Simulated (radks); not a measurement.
Values are calculated unless marked as measured or tabulated.
Species: Ce. Configuration: [Xe] 4f0.5 5d1 6s2 6p0.5 (fractional occupations, a model configuration). Level of theory: scalar-relativistic Kohn-Sham, r2SCAN, spin-polarised, spherical densities, finite nucleus; open shells are filled with parallel spins first (spin-orbit coupling, left out, can overturn this in heavy ions); meta-GGA in the generalised Kohn-Sham scheme; Fermi nuclear charge, rms radius 4.8771 fm (a radial shooting solver on a logarithmic mesh with Libxc functionals).

Normalised radial functions P(r) = r R(r), r in bohr:

r          4f up  4f down    5d up
0.003051  0.0000   0.0000   0.0000
0.004168  0.0000   0.0000   0.0001
0.00574   0.0000   0.0000   0.0002
0.007842  0.0000   0.0000   0.0004
0.01071   0.0000   0.0000   0.0010
0.01464   0.0001   0.0001   0.0024
0.02016   0.0002   0.0002   0.0055
0.02754   0.0006   0.0006   0.0120
0.03762   0.0019   0.0019   0.0249
0.05181   0.0056   0.0056   0.0495
0.07078   0.0152   0.0153   0.0886
0.09669   0.0389   0.0390   0.1406
0.1321    0.0912   0.0916   0.1879
0.1819    0.1970   0.1977   0.1900
0.2485    0.3683   0.3697   0.0988
0.3395    0.5982   0.6002  -0.0862
0.4638    0.8322   0.8346  -0.2692
0.6388    0.9733   0.9758  -0.2847
0.8727    0.9351   0.9369  -0.0519
1.192     0.7523   0.7527   0.3151
1.629     0.5105   0.5091   0.5990
2.243     0.2808   0.2771   0.6558
3.064     0.1250   0.1219   0.5197
4.186     0.0443   0.0435   0.3222
5.765     0.0111   0.0112   0.1460
7.876     0.0019   0.0019   0.0458
10.76     0.0002   0.0002   0.0082
14.7      0.0000   0.0000   0.0007

4f up: eigenvalue -9.810 eV, 0 radial nodes, <r> = 1.05 bohr, 90 % of the charge inside 1.78 bohr. 4f down (empty): eigenvalue -9.110 eV, 0 radial nodes, <r> = 1.04 bohr, 90 % of the charge inside 1.77 bohr. 5d up: eigenvalue -4.962 eV, 2 radial nodes at r = 0.297, 0.915 bohr, <r> = 2.68 bohr, 90 % of the charge inside 4.22 bohr.
